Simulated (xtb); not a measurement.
F₃Sb (SMILES [F][Sb]([F])[F]), singlet, at a GFN2-xTB geometry. Base run: GFN0-xTB (xtb 6.7.1).

The xtb input:
```
$ xtb mol.xyz --gfn 0 --json

# file mol.xyz
4

Sb     0.00179571    -0.00268353     0.40263206
F     -1.26106459    -0.92708194    -0.76113086
F     -0.18179938     1.56028347    -0.74936608
F      1.43268829    -0.61799484    -0.77108473
```

Variants of this job, named by their change:

```tsv
change	ΔE vs base (kJ/mol)	HOMO-LUMO gap (eV)
base	0.00	4.46
etemp = 3000	-0.04	4.46
file = coord	0.00	4.46
acc = 0.0001	0.00	4.46
etemp = 10000	[?]	4.46
```

### Question
Complete the blanks.

### Answer

- etemp = 10000, ΔE vs base (kJ/mol): -78.9
